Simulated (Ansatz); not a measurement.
`[SiH3][N]([SiH3])[GeH]([N]([SiH3])[SiH3])[N]([SiH3])[SiH3]`. Charge 0, multiplicity 1. Correlated methods include outer-core shells of Ge, which these sets cover unevenly. Scalar relativity is left out up to krypton.

```xyz
29

Si   -0.582    0.338    2.561
N     0.584    0.840    1.376
Si    2.039    1.648    1.869
Ge    0.171    0.705   -0.410
N     1.121   -0.719   -1.079
Si    1.969   -1.767    0.016
Si    1.331   -0.890   -2.793
N    -1.611    0.268   -0.522
Si   -2.065   -1.352   -0.958
Si   -2.817    1.509   -0.396
H    -0.984   -1.079    2.377
H     0.075    0.497    3.887
H    -1.806    1.182    2.538
H     2.830    1.928    0.640
H     1.745    2.935    2.555
H     2.839    0.803    2.792
H     0.486    2.003   -1.165
H     2.557   -2.852   -0.815
H     1.061   -2.359    1.031
H     3.073   -1.066    0.724
H     0.937   -2.247   -3.252
H     2.744   -0.655   -3.197
H     0.467    0.127   -3.451
H    -1.488   -2.357   -0.030
H    -3.550   -1.403   -0.882
H    -1.652   -1.697   -2.344
H    -3.840    1.166    0.624
H    -2.123    2.765   -0.001
H    -3.510    1.731   -1.694
```

Q: Give the diagnostics of a CCSD(T)/def2-TZVPP run (frozen core, Ansatz). (Best estimate.)

A: The calculation gave: T1 = 0.0123, largest single amplitude 0.012, largest double 0.006, (T) share of the correlation energy 3.8 %, 8 CCSD cycles. The RHF solution is stable towards an unrestricted one. T1 lies under the customary mark of 0.02 for closed shells.
